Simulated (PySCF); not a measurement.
Simulated Si 2p region for `C(N[SiH2][NH][GeH3])=O`, binding energy against the vacuum level.

Every computed line was given a Gaussian of 0.8 eV full width at half maximum and an area set by the number of equivalent atoms (split 2:1 within a doublet); the highest printed point is 100. The calculation used PySCF 2.14.0, delta-SCF UKS SCAN, pcX-2 on the ionised atom, pcseg-1 elsewhere, spin-free X2C.

(binding energy (eV), intensity): (106.1, 0), (106.2, 1), (106.3, 2), (106.4, 4), (106.5, 7), (106.6, 14), (106.7, 23), (106.8, 37), (106.9, 52), (107.0, 69), (107.1, 84), (107.2, 95), (107.3, 100), (107.4, 99), (107.5, 94), (107.6, 86), (107.7, 78), (107.8, 69), (107.9, 60), (108.0, 51), (108.1, 41), (108.2, 31), (108.3, 22), (108.4, 14), (108.5, 9), (108.6, 5), (108.7, 3), (108.8, 1), (108.9, 1), (109.0, 0)

Task: Count the maxima, the lines and the sites behind this envelope.

Result: The curve has 1 maximum (at 107.3 eV). Under it lie 2 lines from 1 inequivalent silicon site, drawn as a 2p3/2, 2p1/2 pair. At this width some lines have no maximum of their own.

Task: Decompose the envelope and assign each component. Numbering: `[O:1]=[CH:2][NH:3][SiH2:4][NH:5][GeH3:6]`.

Result: 
```json
{"position (eV)": "107.26", "relative area": "0.67", "line": "Si 2p3/2", "atoms": "Si4", "environment": "SiH2 silicon"}
{"position (eV)": "107.88", "relative area": "0.33", "line": "Si 2p1/2", "atoms": "Si4", "environment": "SiH2 silicon"}
```

Shake-up satellites, vibrational structure and lifetime widths aren't simulated. The 2p values aren't plain energy differences: one relaxed spin-free 2p hole is combined with a matrix within the shell (ground-state 2p orbital-energy differences and spin–orbit coupling). 2p3/2, the mean of its two sublevels, lies a third of the splitting below the shell's mean and 2p1/2 two thirds above it; the statistical areas are 2:1. 2p1/2 minus 2p3/2 (ligand field included): Si 0.62 eV. The structure is a single PBE0-D3(BJ)/def2-SVP conformer in the gas phase; no vibrational or solvent corrections.

Shape of the structure used: `[O:1]=[CH:2][NH:3][SiH2:4][NH:5][GeH3:6]`: O1–C2–N3–Si4 2°, C2–N3–Si4–N5 -60°, N3–Si4–N5–Ge6 78°.
